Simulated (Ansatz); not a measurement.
Relaxation of BF2H3OS (8 atoms, charge 0, multiplicity 1), to a largest force component of 0.03 eV/Å in at most 50 steps.

The calculation used UKS PBE0-D4/cc-pVDZ in Ansatz 0.2.0.

```xyz
8
Properties=species:S:1:pos:R:3
B -0.438 0.716 -0.680
S 1.416 0.709 -0.822
F -1.216 0.017 -1.489
F -0.981 1.547 0.201
H 0.619 -0.907 1.140
O -0.282 -1.204 1.346
H 1.433 -0.283 -1.742
H -0.551 -0.594 2.045
```

Q: Where does it end, and by what steps?

A: It converged. After 8 steps the energy has fallen by 0.251 eV; O6 moved furthest, 0.57 Å. Joined: B1–O6.

```json
{"step": "0", "energy less start (eV)": "0.0000", "largest force component (eV/Å)": "0.912", "accepted": "yes"}
{"step": "1", "energy less start (eV)": "-0.0202", "largest force component (eV/Å)": "1.568", "accepted": "yes"}
{"step": "2", "energy less start (eV)": "-0.0715", "largest force component (eV/Å)": "1.377", "accepted": "yes"}
{"step": "3", "energy less start (eV)": "-0.1765", "largest force component (eV/Å)": "0.708", "accepted": "yes"}
{"step": "4", "energy less start (eV)": "-0.2364", "largest force component (eV/Å)": "0.221", "accepted": "yes"}
{"step": "5", "energy less start (eV)": "-0.2476", "largest force component (eV/Å)": "0.203", "accepted": "yes"}
{"step": "6", "energy less start (eV)": "-0.2500", "largest force component (eV/Å)": "0.098", "accepted": "yes"}
{"step": "7", "energy less start (eV)": "-0.2508", "largest force component (eV/Å)": "0.034", "accepted": "yes"}
{"step": "8", "energy less start (eV)": "-0.2511", "largest force component (eV/Å)": "0.025", "accepted": "yes"}
```

```xyz
8
Properties=species:S:1:pos:R:3
B -0.386 0.424 -0.332
S 1.421 0.680 -0.793
F -1.195 -0.152 -1.249
F -0.924 1.440 0.408
H 0.655 -0.872 1.084
O -0.304 -0.823 0.919
H 1.427 -0.276 -1.751
H -0.693 -0.421 1.713
```

Whether the end is a true minimum wasn't checked by a vibrational analysis.

Time of the run: 36 s on 2 threads of Arm Neoverse V1 (shared host), peak memory 0.25 GiB.
